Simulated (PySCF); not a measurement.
# Pb2Te: from structure and modes to constants

Computed with PySCF, PBE0, basis Te def2-SVP with ECP28, Pb def2-SVP with ECP60 (scalar-relativistic core potentials, no spin–orbit coupling, density fitting).

The singlet minimum has C2v symmetry. Masses (u): Te 129.90622, Pb 207.97664.

```xyz
3
charge 0 multiplicity 1, angstrom
Te    0.0000    0.0000   -1.8221
Pb    1.5365    0.0000    0.5693
Pb   -1.5365    0.0000    0.5693
```

Harmonic wavenumbers (cm⁻¹): 107.6 (a1, ×1), 131.8 (b2, ×1), 184.3 (a1, ×1).

Task: Find the principal moments of inertia and the rotational constants. What kind of rotor is it?

Result: About the centre of mass I = 566.1, 981.96, 1548.1 u Å². With B = 16.8576/I this gives 0.02978, 0.01717, 0.01089 cm⁻¹. The molecule is an asymmetric top with κ = -0.34.

Task: Find the vibrational entropy and heat capacity at 298.15 K.

Result: With u = 1.43878 ω/T, each mode gives S = R[u/(eᵘ−1) − ln(1−e⁻ᵘ)] and C = R u² eᵘ/(eᵘ−1)².
```
ω (cm⁻¹)      u  S (J/(mol K))  C (J/(mol K))
   107.6  0.519          13.86           8.13
   131.8  0.636          12.22           8.04
   184.3  0.889           9.56           7.79
```
The sums over all modes are S = 35.6 and C = 24.0 J/(mol K); the softest mode gives 39 % of the entropy.

Task: Give the standard entropy (298.15 K, 1 bar) by its translational, rotational, vibrational and spin parts, and Cp.

Result: Sackur–Tetrode with M = 545.86 u gives 187.5; rotation with symmetry number 2 gives 128.3; vibration 35.6; spin R ln 1 = 0.0. The total is 351.4 J/(mol K), and Cp = 4 R + 24.0 = 57.2 J/(mol K).

This need not be the most stable arrangement of these atoms. No spin–orbit coupling is included, which matters more the heavier the element.
